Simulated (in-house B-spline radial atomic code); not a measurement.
A run on C+ (an excited or competing configuration) that did not converge. Method: scalar-relativistic (X2C) SCAN, spin-polarised, spherical fractional occupations, Fermi nucleus of rms radius 2.4702 fm; computed with a B-spline radial code for spherical atoms.

Command:
```bash
python run_scf.py task.json out
```
Settings (nuclear radius in fm, mass in u):
```
Z                6
configuration    [He] 2s1 2p1 3p1
hamiltonian      x2c
method           scan,scan
spin_polarised   True
nucleus          fermi
rms_radius       2.4702
atomic_mass      12.0
speed_of_light   137.035999084
```

First and last ten iterations of the last attempt (damped for 15 steps, keeping 80 % of the old Fock matrix, then DIIS):
```
 iter        energy (Eh)    residual
    1         -36.596700    1.18e-02
    2         -36.597836    5.45e-04
    3         -36.597839    4.47e-04
    4         -36.597842    3.67e-04
    5         -36.597844    3.02e-04
    6         -36.597845    2.48e-04
    7         -36.597846    2.04e-04
    8         -36.597846    1.68e-04
    9         -36.597847    1.38e-04
   10         -36.597847    1.14e-04
  111      105766.227501    1.52e+02
  112      105766.210863    1.52e+02
  113      105766.255594    1.52e+02
  114      109083.947675    1.44e+02
  115         -24.734827    4.37e-01
  116         -24.220659    4.23e-01
  117         -24.815552    4.11e-01
  118      101561.086776    1.26e+02
  119      101561.447848    1.26e+02
  120      101559.763526    1.26e+02
 not converged after 120 iterations
```

The smallest residual met was 3.1e-05; the threshold is about 1e-07. No energy from this run should be used. Time taken, with all properties: 1.6 s on 1 thread of Arm Neoverse V1, on a shared host.
